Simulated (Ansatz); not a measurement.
# CoH, triplet: energies of several shapes or isomers

Calculated in Ansatz's Gaussian-basis code. Basis cc-pVTZ, nonrelativistic, 5 orbitals frozen in the corrections; active space CAS(10,7), shells under the valence barred from it. Restricted Hartree–Fock, then the lowest state-specific CASSCF solution met for each case. Single-reference values can break down or jump between states where bonds are stretched. Unlike active orbitals can shift such differences by tenths of an eV, at times by over 1 eV.

Case A: bond length 1.5310 Å.

Case B: bond length 1.6841 Å.

Energy less that of case A, in eV:

```csv
case,RHF/ROHF,CASSCF
B,-0.083,-0.074
```

What does SC-NEVPT2 give for these differences?

B: +0.278 eV (6.4 kcal/mol).

Which case is lowest, and do the methods agree?

A is lowest in SC-NEVPT2. RHF/ROHF puts B lowest. CASSCF puts B lowest.
